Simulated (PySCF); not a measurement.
**Energy of Br (bromine, neutral) between two integer charges**

The 4p beta orbital of [Ar] 3d10 4s2 4p5 is emptied in steps (occupation f), with all orbitals relaxed, ending at [Ar] 3d10 4s2 4p4. Computed with PySCF 2.14 in aug-pcseg-2 (7s6p4d2f, 59 functions), with no relativity, point nucleus. The exact energy is a straight line in f; departures are measured from the line between the end points of the same method.

**Question.** Among UHF, LDA, PBE, PBE0, r2SCAN, LC-wPBE, BHandHLYP, wB97X, TPSS, which shows the largest delocalisation error (convex curve), and which is closest to linear?

**Answer.** Most convex: LDA (-1.099 eV at f = 0.4); closest to linear: LC-wPBE (-0.063 eV).

```
  f  UHF (eV)  LDA (eV)  PBE (eV)  PBE0 (eV)  r2SCAN (eV)  LC-wPBE (eV)  BHandHLYP (eV)  wB97X (eV)  TPSS (eV)
  1     0.000     0.000     0.000      0.000        0.000         0.000           0.000       0.000      0.000
0.8     0.163    -0.725    -0.699     -0.488       -0.653        -0.043          -0.294      -0.115     -0.683
0.6     0.236    -1.094    -1.052     -0.733       -0.972        -0.065          -0.445      -0.183     -1.026
0.4     0.229    -1.099    -1.053     -0.732       -0.960        -0.063          -0.450      -0.197     -1.025
0.2     0.148    -0.735    -0.702     -0.487       -0.629        -0.041          -0.304      -0.144     -0.681
  0     0.000     0.000     0.000      0.000        0.000         0.000           0.000       0.000      0.000
```

```csv
method,E(f=0) − E(f=1) (eV),−ε at f=1 (eV),−ε at f=0.4 (eV)
UHF,10.767,11.823,10.540
LDA,12.110,7.606,13.004
PBE,11.836,7.482,12.711
PBE0,11.845,8.800,12.461
r2SCAN,11.899,7.798,12.774
LC-wPBE,11.920,11.651,11.980
BHandHLYP,11.797,9.982,12.145
wB97X,11.883,11.198,11.968
TPSS,11.865,7.607,12.729
```

Reference removal energy between the ground levels: 11.814 eV (measured; NIST Atomic Spectra Database, ionization energies). The calculation has no spin-orbit coupling. UHF lacks correlation.
